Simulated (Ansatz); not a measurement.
Cost and result for the atomization energy of C₂H₄BNO, SMILES `B1C=NCO1` (9 atoms, 9 bonds).

```xyz
9

B    -0.800    0.564    0.748
C     0.555    1.058    0.131
N     1.048    0.123   -0.594
C     0.165   -0.997   -0.549
O    -0.954   -0.697    0.278
H    -1.605    1.060    1.470
H     1.098    1.996    0.215
H    -0.191   -1.237   -1.556
H     0.684   -1.871   -0.143
```

The species carries charge 0 and has multiplicity 1. All single points use the PBE0-D4/def2-TZVP geometry. Program: Ansatz. All runs use 2 threads of an Arm Neoverse V1 on a shared host. Times are those of one run each, without the atoms' runs, and a repeat can differ threefold. Electronic energies, without spin–orbit coupling; frozen cores. CCSD(T)/CBS adds CCSD(T) − MP2 in def2-TZVPP to the MP2 limit, and its time is that of the two runs behind it. T1 = 0.016; the RHF reference is unstable towards UHF. B3LYP takes the VWN-RPA correlation (the form of Gaussian; ORCA's B3LYP/G). HSE06 is the plane-wave form, built on full-range PBE exchange.

CCSD(T)/CBS is a level of theory with its own doubt, some kJ/mol a heavy atom from the limit and from the frozen cores, so smaller differences don't rank the functionals.

```json
{"level": "PBE0-D4/def2-TZVPP", "functions": "211", "wall time": "3 s"}
{"level": "PBE-D4/def2-TZVPP (with forces)", "functions": "211", "wall time": "3.1 s"}
{"level": "HSE06-D4/def2-TZVPP", "functions": "211", "wall time": "3.3 s"}
{"level": "BHLYP-D4/def2-TZVPP", "functions": "211", "wall time": "3.3 s"}
{"level": "CCSD(T)/def2-SVP", "functions": "90", "wall time": "4.6 s"}
{"level": "B3LYP-D4/def2-TZVPP (with forces)", "functions": "211", "wall time": "4.9 s"}
{"level": "r2SCAN-D4/def2-TZVPP (with forces)", "functions": "211", "wall time": "6 s"}
{"level": "B2PLYP/def2-TZVPP", "functions": "211", "wall time": "6.5 s"}
{"level": "PBE-QIDH/def2-TZVPP", "functions": "211", "wall time": "7 s"}
{"level": "B97M-V/def2-TZVPP", "functions": "211", "wall time": "11 s"}
{"level": "MP2/def2-QZVPP", "functions": "405", "wall time": "28 s"}
{"level": "CCSD(T)/def2-TZVPP", "functions": "211", "wall time": "110 s"}
{"level": "CCSD(T)/CBS(def2)", "functions": "–", "wall time": "2.3 min"}
```

(1) What atomization energy does each give, and how far from CCSD(T)/CBS? (Estimate.)

Answers

(1) Computed: 
```
                             level  atomization (kJ/mol)  difference from CCSD(T)/CBS  per bond
                PBE0-D4/def2-TZVPP                3912.7                         54.8       6.1
   PBE-D4/def2-TZVPP (with forces)                4022.5                        164.6      18.3
               HSE06-D4/def2-TZVPP                3916.9                         59.0       6.6
               BHLYP-D4/def2-TZVPP                3729.3                       -128.6     -14.3
                  CCSD(T)/def2-SVP                3683.1                       -174.8     -19.4
 B3LYP-D4/def2-TZVPP (with forces)                3884.2                         26.3       2.9
r2SCAN-D4/def2-TZVPP (with forces)                3892.1                         34.2       3.8
                 B2PLYP/def2-TZVPP                3847.0                        -10.9      -1.2
               PBE-QIDH/def2-TZVPP                3860.5                          2.6       0.3
                 B97M-V/def2-TZVPP                3881.3                         23.4       2.6
                    MP2/def2-QZVPP                3923.9                         66.0       7.3
                CCSD(T)/def2-TZVPP                3753.5                       -104.4     -11.6
                 CCSD(T)/CBS(def2)                3857.9                          0.0       0.0
```

From r2SCAN to r2SCAN0 (25 % exact exchange), in def2-TZVPP and without D4, the atomization energy moves by −86.4 kJ/mol: exact exchange takes away binding that semilocal exchange gives to molecules. The D4 term adds +26.0 kJ/mol with B3LYP and +13.3 kJ/mol with PBE0; it sums over pairs of atoms, weighted by their polarisabilities, and B3LYP, whose exchange is more repulsive, gets the larger term. At CCSD(T), def2-SVP lies −174.8 kJ/mol from the extrapolated value and def2-TZVPP −104.4 kJ/mol: correlation converges slowly with the basis, and small sets miss more of it in the bonded molecule than in its fragments.
